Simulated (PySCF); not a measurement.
Zn(SeH)(SiH3) (H₄SeSiZn), SMILES [SiH3][Zn][SeH]. Heavy atoms are numbered as in [Zn:1]([SeH:2])[SiH3:4]. Hydrogens are named by the atom that carries them.

Geometry optimised at B3LYP-D3(BJ)/def2-SVP. The structure was generated by enumeration; whether it is a known compound was not checked. The values are those of a single conformer.

Method: PBE/def2-TZVPD (PySCF).

Mulliken values depend strongly on the basis, most of all with diffuse functions as here. Atomic charges (e), one atom of each kind:

```csv
atom,IAO,Mulliken
Zn1,1.02,-0.11
Se2 (SeH),-0.68,-0.21
H on Se2,…,0.15
Si4 (SiH3),…,0.31
H on Si4,…,-0.05
```

Q: What belongs in the gaps? (The exact figures need the calculation; the answer reports its results.)

A: 
- H on Se2, IAO: 0.06
- Si4 (SiH3), IAO: -0.17
- H on Si4, IAO: -0.08
